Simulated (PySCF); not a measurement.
# Spinor energies of Ti⁺ (titanium, charge +1)

Start: [Ar] 3d2 4s1; 3d3/2 filled at m_j = +1/2, +3/2; 4s1/2 filled at m_j = -1/2. Calculated with PySCF 2.14 in x2c-TZVPPall-2c: generalised Hartree-Fock with the X2C-1e Hamiltonian and a Gaussian nucleus; one run each with spin-orbit coupling (SO) switched off, then screened by Boettger's factors.

| spinor shell | electrons | ε, spin-free (eV) | ε, screened SO (eV) | weight of nominal j (screened SO) | rms radius, screened SO (bohr) |
| --- | --- | --- | --- | --- | --- |
| 1s1/2 | 2 | -5025.1 | -5025.0 | 1.000 | 0.0804 |
| 2s1/2 | 2 | -596.32 | -596.29 | 1.000 | 0.350 |
| 2p1/2 | 2 | -492.03 | -496.26 | 0.992 | 0.319 |
| 2p3/2 | 4 | -492.03 | -489.93 | 0.996 | 0.321 |
| 3s1/2 | 2 | -86.200 | -86.188 | 1.000 | 1.08 |
| 3p1/2 | 2 | -56.099 | -57.562 | 0.654 | 1.18 |
| 3p3/2 | 4 | -56.099 | -55.359 | 0.827 | 1.18 |
| 3d3/2 | 2 | -19.075 | -19.085 | 0.715 | 1.64 |
| 4s1/2 | 1 | -13.040 | -13.038 | 1.000 | 3.49 |

| quantity | spin-free | screened SO |
| --- | --- | --- |
| E (hartree) | -852.52610 | -852.53339 |
| M_J | 3/2 | 3/2 |
| ⟨J²⟩ | 6.756 | 6.650 |
| ⟨L²⟩ | 12.005 | 12.004 |
| ⟨S²⟩ | 3.751 | 3.750 |

The determinant has a definite M_J but mixes levels of different J.

Each row is a mean over spinors that exchange with the open shell spreads, by up to 7.484 eV (3p1/2).

Rows whose weight is well below 1 are mixtures of j = l ± 1/2: exchange outweighs spin-orbit coupling there, and the label is only the starting occupation.

Without spin-orbit coupling the j labels of p, d and f shells carry no meaning; the spin-free column gives the mean over the occupied spinors of each nl shell, and its ⟨J²⟩ belongs to a mixture of degenerate components.
